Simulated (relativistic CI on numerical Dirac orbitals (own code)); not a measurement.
# d1 to d9 in one octahedral field

Computed with a parametric ligand-field model without spin-orbit coupling, by exact diagonalisation: B = 440, C = 1730, 10Dq = 23900 cm⁻¹ (Oh; |10Dq|/B = 54.3) for every shell. Energies in cm⁻¹; the field energy is (0.6 n_e − 0.4 n_t2) × 10Dq of the ground term; g labels are left out. So small a B with so large a field is typical of 4d and 5d ions, where spin-orbit coupling, left out here, reaches 1,000 to 4,000 cm⁻¹.

| Shell | Ground term | Electrons in e | Field energy | First spin-allowed bands | Lowest term of other spin |
| --- | --- | --- | --- | --- | --- |
| d1 | 2T2 | 0.000 | -9560 | 2E 23900 |  |
| d2 | 3T1 | 0.009 | -18911 | 3T2 22828, 3T1 28356 | 1T2 6249 |
| d3 | 4A2 | 0.000 | -28680 | 4T2 23900, 4T1 28836 | 2E 8680 |
| d4 | ? | ? | ? | ? | ? |
| d5 | 2T2 | 0.026 | -47189 | 2A2 21532, 2T1 21692 | 4T1 15438 |
| d6 | 1A1 | 0.019 | -56906 | 1T1 22612, 1T2 28931 | 3T1 18950 |
| d7 | 2E | 1.013 | -42720 | 2T1 22512, 2T2 22937 | 4T1 15350 |
| d8 | 3A2 | 2.000 | -28680 | 3T2 23900, 3T1 28836 | 1E 6932 |
| d9 | 2E | 3.000 | -14340 | 2T2 23900 |  |

(1) Fill in the row of d4.

## Answers

(1) Ground term: 3T1; Electrons in e: 0.013; Field energy: -37923; First spin-allowed bands: 3E 22189, 3T1 22609; Lowest term of other spin: 1T2 5344. Low spin: d4, d5, d6, d7; the other shells keep the spin of the free ion. Only d4 to d7 can choose; the field needed to pair spins is smallest for d6 and largest for d5, which loses most exchange energy. In the strong-field picture 10Dq must exceed about 6B + 5C = 11290 (d4), 7.5B + 5C = 11950 (d5), 2.5B + 4C = 8020 (d6) and 4B + 4C = 8680 (d7); mixing of terms shifts these bounds somewhat.
